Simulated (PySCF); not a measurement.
# LiZn and its ions

ROHF-SCS-MP2; basis Li aug-pcseg-1, Zn aug-pcseg-1; no relativity; PySCF 2.14. Neutral (ROHF): doublet (σ ↑), Re = 3.174 Å, ωe = 98.3 cm⁻¹, De = 0.07 eV.

LiZn⁻ (RHF): singlet (closed shell), Re = 3.479 Å, ωe = 89.0 cm⁻¹. The energies at the minima are -1785.27805 hartree for LiZn and -1785.29241 for LiZn⁻.

(1) Work out the adiabatic electron affinity, without and with harmonic zero-point energies (1 hartree = 27.2114 eV, 1 eV = 8065.5 cm⁻¹), and the change of the bond length.

Correlated steps freeze 5 core orbitals. Weak bonds: LiZn. Basis-set superposition, not corrected here, can be much of De in a small basis, most of all at correlated wavefunction levels. States were picked by a PBE0 search and need not be the measured ground states.

Answers

(1) At SCS-MP2: 0.01436 hartree = 0.391 eV between the minima; the zero-point term (98.3 − 89.0)/2 cm⁻¹ = +0.001 eV makes it 0.391 eV. Re changes by +30.5 pm against the neutral. The electron enters a σ orbital, and the longer bond of the ion fits an antibonding orbital, or a change in how ionic the bond is.
